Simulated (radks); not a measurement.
Question: The mean radii <r> (bohr) of the occupied orbitals of an atom or ion are listed with their occupations. Calculated with a radial shooting solver on a logarithmic mesh with Libxc functionals: scalar-relativistic Kohn-Sham, BLYP, spin-polarised, spherical densities, finite nucleus; Fermi nuclear charge, rms radius of each element as measured or else 0.836 A^(1/3) + 0.57 fm.

orbital  occ.      <r>
1s down     1  0.01932
1s up       1  0.01932
2s up       1  0.08184
2s down     1  0.08184
2p up       3  0.07291
2p down     3  0.07291
3s down     1   0.2127
3s up       1   0.2127
3p down     3   0.2123
3p up       3   0.2123
3d up       5   0.1925
3d down     5   0.1925
4s up       1   0.4780
4s down     1   0.4780
4p up       3   0.5078
4p down     3   0.5078
4d up       5   0.5476
4d down     5   0.5475
5s up       1    1.172
5s down     1    1.170
5p up       3    1.398
5p down     3    1.395
4f up       7   0.7267
4f down     7   0.7240
6s up       1    3.610
6s down     1    3.673
5d up       1    2.892

Name the element and its charge. Open shells, if any, are filled with parallel spins first.

Answer: Z = 71, lutetium, charge 0: Lu in [Xe] 4f14 5d1 6s2. The 1s radius gives Z: for a bare nucleus <r> = (2 gamma + 1)/(2Z) with gamma = sqrt(1 - (Z/c)^2), 0.01909 bohr for Z = 71, and screening makes it slightly larger (0.01932 here). The occupations add up to 71, and the charge is Z minus that.
